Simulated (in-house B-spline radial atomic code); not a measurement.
**Ionising Sb VIII (Sb7+) with different functionals**

Computed with a B-spline radial code for spherical atoms: non-relativistic Hamiltonian, point nucleus, spin-polarised at highest spin, spherical fractional occupations for the functionals, the average over the highest-spin determinants for Hartree-Fock. The ionisation energy is the difference of two self-consistent energies, [Kr] 4d8 → [Kr] 4d7, without Breit or QED terms; ε is the level of the shell that loses the electron (its least bound occupied spin orbital). There is no spin-orbit coupling in this Hamiltonian.

Hybrids are left out here: with spherical fractional occupations of an open shell their exact exchange keeps a self-interaction that integer-occupation calculations don't have.

```csv
method,rung,ΔSCF (eV),-ε(4d) (eV)
Hartree-Fock,Hartree-Fock,140.71,142.19
LDA VWN5,LDA,142.66,131.85
LDA PW92,LDA,142.65,131.84
LDA exchange-only,LDA,140.43,129.68
PBE,GGA,142.38,131.59
PBEsol,GGA,142.35,131.56
BLYP,GGA,142.15,131.37
RPBE,GGA,142.33,131.54
PW91,GGA,142.50,131.71
BP86,GGA,142.48,131.68
AM05,GGA,142.41,131.61
OLYP,GGA,142.85,132.06
TPSS,meta-GGA,142.29,131.53
SCAN,meta-GGA,142.39,131.77
r2SCAN,meta-GGA,142.44,131.82
M06-L,meta-GGA,142.56,131.89
revTPSS,meta-GGA,142.22,131.46
```

(1) How do they compare with the NIST value?

## Answers

(1) NIST lists 139 eV ± 2.1 (tabulated theory, ground level to ground level). Errors run from +1.43 to +3.85 eV; all lie within about twice that uncertainty, so the table can't rank the methods. Hartree-Fock also lacks correlation.
